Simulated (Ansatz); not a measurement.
AlRu₆, relaxed as a doublet with UKS r2SCAN-D4/def2-SVP in Ansatz, starting from the GFN2-xTB geometry. Force threshold 0.02 eV/Å.

In the def2 sets Ru takes a core potential; there is no spin–orbit coupling. The charge 0 doublet is spin-contaminated (final ⟨S²⟩ up to 5.62, 0.75 for a pure state). The relaxation made no stability test and no search for a lower SCF solution. No other spin state of charge 0 was run. The structure comes from a short search, and lower isomers may exist.

Start:

```tsv
atom	x (Å)	y (Å)	z (Å)
Ru1	2.326	0.052	0.638
Ru2	0.271	1.208	0.826
Ru3	-1.490	-0.081	-0.378
Ru4	-0.936	0.344	-2.596
Ru5	0.913	-0.034	-1.237
Ru6	-1.395	-0.022	1.968
Al7	0.309	-1.468	0.780
```

Estimate the energy that the relaxation releases and the steps that it takes.

0.74 eV, in 10 steps; 5 min on 4 threads of Arm Neoverse V2 on a shared host. No frequencies were taken in this run, so the end may be a saddle point.

Does the start keep its bonding and symmetry?

Bonds formed: Ru2–Ru4 (atoms count from 1). Point group Cs at the start, Cs at the end, both within 0.05 Å.

Predict the relaxed structure.


```xyz
7

Ru    2.174    0.130    0.822
Ru    0.108    1.268    0.371
Ru   -1.610   -0.383   -0.386
Ru   -0.828    0.772   -2.274
Ru    1.013   -0.331   -1.324
Ru   -1.163    0.064    2.016
Al    0.307   -1.518    0.774
```
Bond lengths (bridged metal pairs left out): 10 × Ru–Ru 2.35 to 2.85 Å; 5 × Al–Ru 2.49 to 2.82 Å.
